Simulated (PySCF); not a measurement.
**SeN⁺: one state, many levels of theory**

State: ¹Σ⁺ (singlet), closed shell. Set-up: Se pcseg-1, N pcseg-1; no relativity (PySCF 2.14). De refers to Se⁺ + N in their high-spin ground configurations, without counterpoise correction. A positive dipole points towards N; it is taken about the centre of mass and depends on that origin.

```json
{"Level": "RHF", "Re (Å)": "1.538", "ωe (cm⁻¹)": "1376", "De (eV)": "-0.82", "μ (D)": "-1.90"}
{"Level": "RHF-MP2", "Re (Å)": "1.662", "ωe (cm⁻¹)": "841", "De (eV)": "4.35", "μ (D)": "n/a"}
{"Level": "RHF-SCS-MP2", "Re (Å)": "1.646", "ωe (cm⁻¹)": "902", "De (eV)": "4.17", "μ (D)": "n/a"}
{"Level": "RHF-CCSD", "Re (Å)": "1.597", "ωe (cm⁻¹)": "1131", "De (eV)": "3.12", "μ (D)": "n/a"}
{"Level": "RHF-CCSD(T)", "Re (Å)": "1.616", "ωe (cm⁻¹)": "1049", "De (eV)": "3.59", "μ (D)": "n/a"}
{"Level": "PBE", "Re (Å)": "1.605", "ωe (cm⁻¹)": "1112", "De (eV)": "5.11", "μ (D)": "-1.46"}
{"Level": "BP86", "Re (Å)": "1.607", "ωe (cm⁻¹)": "1105", "De (eV)": "5.21", "μ (D)": "-1.44"}
{"Level": "r²SCAN", "Re (Å)": "1.589", "ωe (cm⁻¹)": "1163", "De (eV)": "4.19", "μ (D)": "-1.52"}
{"Level": "r²SCANh", "Re (Å)": "1.581", "ωe (cm⁻¹)": "1193", "De (eV)": "3.86", "μ (D)": "-1.58"}
{"Level": "PBE0", "Re (Å)": "1.577", "ωe (cm⁻¹)": "1209", "De (eV)": "4.04", "μ (D)": "-1.63"}
{"Level": "M06-2X", "Re (Å)": "1.569", "ωe (cm⁻¹)": "1251", "De (eV)": "3.50", "μ (D)": "-1.65"}
{"Level": "CAM-B3LYP", "Re (Å)": "1.571", "ωe (cm⁻¹)": "1233", "De (eV)": "4.13", "μ (D)": "-1.68"}
```

Task: Which functional lies closest to RHF-CCSD(T) in De, which farthest, and by how much do they differ from it?

Result: Closest is M06-2X (-4.7 pm in Re, +19.3 % in ωe, -0.09 eV in De against RHF-CCSD(T) in the same basis), farthest BP86 (-0.9 pm in Re, +5.3 % in ωe, +1.62 eV in De). CCSD(T) converges more slowly with the basis than the functionals do and binds too weakly in this one, so the order can change at the basis-set limit.

Task: What does second-order correlation do here, going from RHF to RHF-MP2?

Result: RHF-MP2 less RHF: +12.4 pm in Re, -38.9 % in ωe, +5.17 eV in De. Correlation nearly always deepens the well. The bond lengthens, as in strong covalent bonds, where excitations into antibonding orbitals dominate.

Task: What does all correlation do here, going from RHF to RHF-CCSD(T)?

Result: RHF-CCSD(T) less RHF: +7.8 pm in Re, -23.8 % in ωe, +4.41 eV in De. Correlation nearly always deepens the well. The bond lengthens, as in strong covalent bonds, where excitations into antibonding orbitals dominate.

Correlated steps freeze 10 core orbitals. Correlated levels converge slowly with the basis: in double zeta they bind strong bonds too weakly, by up to about 1 eV, and carry superposition errors of some tenths. For an ion De counts to the pair picked by the measured ionisation energies or electron affinities, which need not be the lowest pair at this level. Where the molecule has an RHF reference, its open-shell atoms are computed with UHF. A negative De means that the minimum lies above the separated atoms at that level.
